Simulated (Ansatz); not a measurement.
```xyz
3

Cr    0.0000    0.0000    0.0000
O     1.4381    0.0000    0.7014
O    -1.4381    0.0000    0.7014
```

Basis set: pcseg-2 (spherical functions). Charge 0, multiplicity 3.

Computed with Ansatz (development build ahead of 0.2.0); each method stands on the lowest determinant of its kind that the runs found. Restricted functionals stand beside restricted open-shell atoms, which can lie above the unrestricted atoms usual in DFT and then raise those values.

The atomization energy at this shape (free ground-state atoms in the same class of orbitals less the molecule, no zero-point energy) of triplet CrO2:

| method | atomization energy |
| --- | --- |
| PBE (restricted open-shell) | 11.54 eV |

What does UHF give?

1.43 eV. Caution: another spin multiplicity may lie lower. Caution for PBE (restricted open-shell): no unrestricted run beside it, a lower state can exist. Caution for UHF: the unrestricted determinant is a mixture of spin states.

The shape needn't be a minimum at these levels.
